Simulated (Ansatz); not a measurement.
```yaml
crystal:
  periodic: [false, false, false]
  atoms:
    - {symbol: Ge, position_ang: [-0.002949, 0.002934, -0.365913]}
    - {symbol: C, position_ang: [0.007643, -0.007055, 0.917089]}
    - {symbol: N, position_ang: [0.013902, -0.011814, 1.726109]}
    - {symbol: H, position_ang: [1.014746, 0.011903, -0.640490]}
    - {symbol: H, position_ang: [-0.522106, 0.759473, -0.623747]}
    - {symbol: H, position_ang: [-0.510744, -0.756023, -0.741355]}
basis:
  gaussian: {orbitals: pcseg-2}
hamiltonian: {xc: {name: r2SCAN0}}
scf: {omitted_lower_state_checks: [starts]}
output: {forces: true}
```

```sh
$ ansatz run in.yaml --threads 4 --pin off --events-out ev --progress --plain --max-ram 3916MiB
```

Output, abridged:

```
Functional definition: r2SCAN0
863 factors; their error is unknown
mean field evaluation 1: about -59034.6798 eV, gradient 8.3e1 eV
mean field evaluation 2: about -59034.5790 eV, gradient 7.8e1 eV
mean field evaluation 4: about -59045.8261 eV, gradient 6.1e0 eV
mean field evaluation 8: about -59045.8902 eV, gradient 5.8e-2 eV
mean field evaluation 16: about -59046.1132 eV, gradient 3.0e-5 eV
mean field -59046.11320913 eV, -2169.9046375426 hartree, gradient 3.0e-5 eV, S^2 0.000000; 0 other end points of the search recorded, 0 dependent functions left out
reference -59046.11322000 eV, -2169.9046379419 hartree; 24, 24 occupied and 121, 121 virtual orbitals, 863 factors
Total energy: -59046.11322000 eV, -2169.9046379419 hartree
Atom 0 at    -0.002949     0.002934    -0.365913 Å, force    15.572009    -5.539728   -24.564443 eV/Å
Atom 1 at     0.007643    -0.007055     0.917089 Å, force    -0.860449    -0.251924   -78.002517 eV/Å
Atom 2 at     0.013902    -0.011814     1.726109 Å, force     1.147737    -0.648055   137.691981 eV/Å
Atom 3 at     1.014746     0.011903    -0.640490 Å, force    25.668977     0.351573    -8.089581 eV/Å
Atom 4 at    -0.522106     0.759473    -0.623747 Å, force   -23.017830    34.856740   -12.640400 eV/Å
Atom 5 at    -0.510744    -0.756023    -0.741355 Å, force   -18.510444   -28.768604   -14.395039 eV/Å
Dipole moment:    -0.010569     0.000074    -0.474854 e Å
Checks for a lower state left out: starts
```

In this input the geometry is squeezed to about two thirds of its size. The run converged. The result belongs to that input, not to the species as meant.
